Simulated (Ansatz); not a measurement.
Mulliken charges of F₃H₃Si₂ (`F[SiH2][SiH](F)F`) from r2SCAN/def2-TZVPP in Ansatz (PBE0-D4/def2-TZVP geometry).

```tsv
atom	x (Å)	y (Å)	z (Å)	charge (e)
F1	1.016	1.503	-1.384	-0.325
Si2	-0.301	0.729	-0.894	0.465
Si3	0.301	-0.742	0.843	0.714
F4	0.746	0.091	2.124	-0.306
F5	-0.999	-1.571	1.244	-0.310
H6	-0.850	-0.029	-2.048	-0.075
H7	-1.294	1.729	-0.429	-0.070
H8	1.381	-1.710	0.544	-0.092
```

Q: By hand: the dipole of these point charges (1 e Å = 4.8032 D).

A: Σ q r = (-0.147, -0.182, -0.266) e Å, of length 0.354 e Å = 1.70 D.

Q: How does the dipole of the full density compare? (Estimate.)

A: Ansatz gave: (-0.080, -0.082, -0.202) e Å, 1.12 D; the point charges give 1.52 times that, at 12° from its direction.

Point charges leave out the atoms' own dipoles, such as those of lone pairs, and Mulliken's split depends on the basis, so the two needn't agree.
